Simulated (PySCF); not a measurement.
PySCF was given this input:
```python
from pyscf import gto, scf

mol = gto.M(
    atom='''
Ge   -0.041683   -0.423315    0.540994
O     1.185693   -1.182234   -0.446692
H     1.534818   -0.899665   -1.290856
S    -0.515704    1.375941   -0.779447
H    -1.435229    1.888570    0.023713
''',
    basis='sto-3g',
    charge=0,
    spin=0,
    verbose=4,
    max_memory=1800,
)

mf = scf.RHF(mol)
mf = mf.density_fit(auxbasis='def2-universal-jkfit')
mf.kernel()
```

### Question
Predict the HOMO-LUMO gap from DF-HF/STO-3G in PySCF.

### Answer
11.40 eV

### Question
Give the total energy at the level DF-HF/STO-3G.

### Answer
-2519.9309 Eh

### Question
Estimate the Mulliken (on the basis functions themselves) charges in atom order that DF-HF/STO-3G returns for this input.

### Answer
Ge1 0.49, O2 -0.48, H3 0.18, S4 -0.14, H5 -0.05

### Question
Give the HOMO energy at the level DF-HF/STO-3G.

### Answer
-6.05 eV
